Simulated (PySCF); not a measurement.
Ge(H)2(F)(Et) (C2H7FGe), SMILES C[CH2][GeH2][F].

The structure is a stationary point at B3LYP-D3(BJ)/def2-SVP. The values are those of a single conformer.

Two levels are set side by side: PBE/def2-TZVP (PySCF) and B3LYP/def2-TZVP (PySCF). Same geometry, gas phase. Differences are taken from unrounded values.

```json
[
 {"quantity": "orbital gap (eV)", "B3LYP": "8.35"},
 {"quantity": "highest occupied level (eV)", "B3LYP": "-8.29"},
 {"quantity": "lowest empty level (eV)", "B3LYP": "0.06"},
 {"quantity": "dipole moment (D)", "B3LYP": "2.47"},
 {"quantity": "mean polarisability (bohr³)", "B3LYP": "54.6"}
]
```

Q: What does PBE give, and how far is it from B3LYP? (Estimate from the structure and the level; the computed values follow.)

A: 
| quantity | PBE | PBE minus B3LYP |
|---|---|---|
| orbital gap (eV) | 6.60 | -1.75 |
| highest occupied level (eV) | -7.18 | 1.12 |
| lowest empty level (eV) | -0.58 | -0.63 |
| dipole moment (D) | 2.35 | -0.12 |
| mean polarisability (bohr³) | 56.2 | 1.6 |

PBE's occupied levels lie high since its potential decays too fast outside the molecule; exact exchange lowers them and widens the gap. Differences between two approximate levels are no errors against the true value.

Rough cost on one machine, each run with all the roots and properties that it gave: B3LYP against PBE within a factor of 2.
